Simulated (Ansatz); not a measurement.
The molecule BeS+, multiplicity 2 (lowest of 2S+1 = 2, 4 at CCSD(T)/def2-TZVPP on PBE0 minima; our sources give no spin for the ground state, which may be another).

The constants come from a fifth-degree fit in 1/R (seven points, main isotopes). Runs in def2 and cc sets follow the lowest solution found near the PBE0 minimum.

Correlated levels freeze the inner cores; with def2 sets outer-core shells near the valence are correlated too. CBS(a, b) extrapolates the correlation energy as X⁻³ and adds the Hartree–Fock energy of set b.

Run with Ansatz (a quantum-chemistry and plane-wave program) with Gaussian orbitals. Values without a source in brackets are computed.

| level | r_e (Å) | ω_e (cm⁻¹) | ω_e x_e (cm⁻¹) |
|---|---|---|---|
| PBE/def2-TZVPP | 1.856 | 842 | 5.3 |
| r2SCAN/def2-TZVPP | 1.847 | ___ | 5.1 |
| BHLYP/def2-TZVPP | 1.834 | 882 | 5.4 |
| CAM-B3LYP/def2-TZVPP | 1.835 | 877 | 5.3 |
| wB97X-V/def2-TZVPP | 1.840 | 882 | 5.1 |
| B2PLYP/def2-TZVPP | 1.849 | 856 | 5.3 |
| CCSD/aug-cc-pV(Q+d)Z | 1.838 | 878 | 5.6 |
| CCSD(T)/CBS(aug-cc-pV(T+d)Z, aug-cc-pV(Q+d)Z) | ___ | ___ | 5.4 |

Q: Fill in the missing entries.

A: 
- CCSD(T)/CBS(aug-cc-pV(T+d)Z, aug-cc-pV(Q+d)Z), r_e (Å): 1.839
- CCSD(T)/CBS(aug-cc-pV(T+d)Z, aug-cc-pV(Q+d)Z), ω_e (cm⁻¹): 875
- r2SCAN/def2-TZVPP, ω_e (cm⁻¹): 869
